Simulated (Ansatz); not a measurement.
Ansatz (a program for electronic structure) job for ethylenediamine cation (C2H8N2), SMILES NCCN (connectivity only; charge and spin as stated), charge +1, multiplicity 2, PBE0/def2-SVPD. Geometry optimised at PBE0-D3(BJ)/def2-SVP. The multiplicity is an assumed one; no other spin state was optimised. The values are those of a single conformer.

Ansatz 0.2 input:
```yaml
crystal:
  periodic: [false, false, false]
  atoms:
    - {symbol: N, position_ang: [0.10733016, -1.87330128, -0.00000000]}
    - {symbol: C, position_ang: [-0.55124501, -0.67908728, 0.00000000]}
    - {symbol: C, position_ang: [0.55124501, 0.67908728, -0.00000000]}
    - {symbol: N, position_ang: [-0.10733016, 1.87330128, 0.00000000]}
    - {symbol: H, position_ang: [0.43600384, -2.29803206, 0.86209030]}
    - {symbol: H, position_ang: [0.43600383, -2.29803206, -0.86209030]}
    - {symbol: H, position_ang: [-1.13772910, -0.51210472, -0.91228711]}
    - {symbol: H, position_ang: [-1.13772909, -0.51210472, 0.91228712]}
    - {symbol: H, position_ang: [1.13772910, 0.51210472, 0.91228711]}
    - {symbol: H, position_ang: [1.13772909, 0.51210472, -0.91228712]}
    - {symbol: H, position_ang: [-0.43600384, 2.29803206, -0.86209030]}
    - {symbol: H, position_ang: [-0.43600383, 2.29803206, 0.86209030]}
basis:
  gaussian:
    orbitals: def2-SVPD
hamiltonian:
  xc: {name: PBE0}
total_charge: 1
magnetization: {spin_polarized: true, initial_magnetization: 1}
```

Log of the run:

```
WARN ansatz: RAYON_NUM_THREADS=1 ignored (pool sized by the plan → 1); use --threads N
Functional definition: PBE0
integrals: 0.06 GiB planned
1200 factors; their error is unknown
mean field: 0.72 GiB planned
mean field evaluation 1: about -5156.1791 eV, gradient 5.0e1 eV
mean field evaluation 2: about -5152.8362 eV, gradient 5.7e1 eV
mean field evaluation 4: about -5167.1127 eV, gradient 2.3e0 eV
mean field evaluation 8: about -5167.1340 eV, gradient 7.2e-2 eV
mean field evaluation 16: about -5167.1020 eV, gradient 6.5e-5 eV
mean field -5167.10200508 eV, -189.8874962991 hartree, gradient 1.5e-5 eV, S^2 0.756509; 0 other end points of the search recorded, 0 dependent functions left out
reference -5167.10203570 eV, -189.8874974244 hartree; 17, 16 occupied and 127, 128 virtual orbitals, 1200 factors
Total energy: -5167.10203570 eV, -189.8874974244 hartree
```

The calculation finished and met its thresholds.
